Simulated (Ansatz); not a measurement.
Mulliken charges of C2H6FSc, SMILES `[CH3][Sc]([CH3])[F]` from B3LYP/def2-TZVPP in Ansatz (PBE0-D4/def2-TZVP geometry).

```json
{"atom": "C1", "x (Å)": "-0.812", "y (Å)": "1.599", "z (Å)": "-0.600", "charge (e)": "-0.572"}
{"atom": "Sc2", "x (Å)": "-0.431", "y (Å)": "-0.547", "z (Å)": "-0.478", "charge (e)": "1.016"}
{"atom": "C3", "x (Å)": "1.079", "y (Å)": "-1.239", "z (Å)": "0.939", "charge (e)": "-0.572"}
{"atom": "F4", "x (Å)": "-1.297", "y (Å)": "-1.731", "z (Å)": "-1.598", "charge (e)": "-0.423"}
{"atom": "H5", "x (Å)": "-0.605", "y (Å)": "2.005", "z (Å)": "-1.600", "charge (e)": "0.091"}
{"atom": "H6", "x (Å)": "-0.188", "y (Å)": "2.157", "z (Å)": "0.109", "charge (e)": "0.094"}
{"atom": "H7", "x (Å)": "-1.857", "y (Å)": "1.856", "z (Å)": "-0.382", "charge (e)": "0.090"}
{"atom": "H8", "x (Å)": "0.737", "y (Å)": "-2.075", "z (Å)": "1.563", "charge (e)": "0.091"}
{"atom": "H9", "x (Å)": "1.390", "y (Å)": "-0.433", "z (Å)": "1.616", "charge (e)": "0.094"}
{"atom": "H10", "x (Å)": "1.985", "y (Å)": "-1.593", "z (Å)": "0.430", "charge (e)": "0.090"}
```

By hand: the dipole of these point charges (1 e Å = 4.8032 D).

Σ q r = (0.095, 0.150, 0.160) e Å, of length 0.239 e Å = 1.15 D.

How does the dipole of the full density compare? (An estimate is asked.)

Computed: (0.062, 0.116, 0.137) e Å, 0.91 D; the point charges give 1.26 times that, at 5° from its direction.

Point charges leave out the atoms' own dipoles, such as those of lone pairs, and Mulliken's split depends on the basis, so the two needn't agree.

B3LYP here is the variant with VWN-RPA as its local correlation; programs differ in this.
